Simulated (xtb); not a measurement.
In(H)2(vinyl) (C2H5In), SMILES C=[CH][InH2]. All values are semi-empirical tight-binding results from xtb (GFN2-xTB unless named), good for trends rather than for accurate numbers. Coordinates come from a GFN2-xTB optimisation.

For metal compounds this method's bond lengths and energies can be far off.

Problem. Estimate the properties. (Estimate from the structure and the level; the computed values follow.)

Solution. 
```json
{
 "point_group_as_xtb_finds_it": "Cs",
 "orbital_gap": "4.18 eV",
 "zero_point_energy": "30.6 kcal/mol",
 "G − E(el) at 298.15 K (modified RRHO)": "12.2 kcal/mol"
}
```
